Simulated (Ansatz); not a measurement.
diethyl ether (C4H10O), singlet, at a GFN2-xTB geometry; Ansatz (a program for electronic structure) with LC-WPBE/6-31G.

Input for Ansatz:
Ansatz 0.2 input:
```yaml
crystal:
  periodic: [false, false, false]
  atoms:
    - {symbol: C, position_ang: [2.31099308, 0.42947687, -0.10128155]}
    - {symbol: C, position_ang: [0.80676931, 0.65277486, -0.11329295]}
    - {symbol: O, position_ang: [0.18012005, -0.51769505, 0.36600134]}
    - {symbol: C, position_ang: [-1.20070496, -0.39678232, 0.60942448]}
    - {symbol: C, position_ang: [-2.05442706, -0.30045813, -0.65468708]}
    - {symbol: H, position_ang: [2.64565363, 0.21459523, 0.90971363]}
    - {symbol: H, position_ang: [2.56088994, -0.41747000, -0.73389738]}
    - {symbol: H, position_ang: [2.82210012, 1.31514652, -0.46862766]}
    - {symbol: H, position_ang: [0.54182713, 1.50676941, 0.53119730]}
    - {symbol: H, position_ang: [0.47267038, 0.88141791, -1.13611301]}
    - {symbol: H, position_ang: [-1.39403805, 0.47580067, 1.25400926]}
    - {symbol: H, position_ang: [-1.46353949, -1.30328974, 1.16144758]}
    - {symbol: H, position_ang: [-3.10574212, -0.36144243, -0.38710070]}
    - {symbol: H, position_ang: [-1.81234563, -1.12013823, -1.32655824]}
    - {symbol: H, position_ang: [-1.88421869, 0.64010331, -1.17305903]}
basis:
  gaussian:
    orbitals: 6-31G
hamiltonian:
  xc: lc_wpbe
```

Predict the main parts of the log of this Ansatz run.


```
Functional definition: LC-wPBE
903 factors; integrals over basis functions are off by at most 1.9e-4 eV
403 factors; integrals over basis functions are off by at most 1.3e-5 eV
mean field evaluation 1: about -6349.6308 eV, gradient 3.6e1 eV
mean field evaluation 2: about -6350.9180 eV, gradient 2.9e1 eV
mean field evaluation 4: about -6352.4962 eV, gradient 1.5e0 eV
mean field evaluation 8: about -6352.4736 eV, gradient 1.4e-2 eV
mean field -6352.47362899 eV, -233.4491000041 hartree, gradient 2.4e-5 eV, S^2 0.000000; 0 other end points of the search recorded, 0 dependent functions left out
reference -6352.47362900 eV, -233.4491000043 hartree; 21, 21 occupied and 44, 44 virtual orbitals, 903 factors
Total energy: -6352.47362900 eV, -233.4491000043 hartree
```
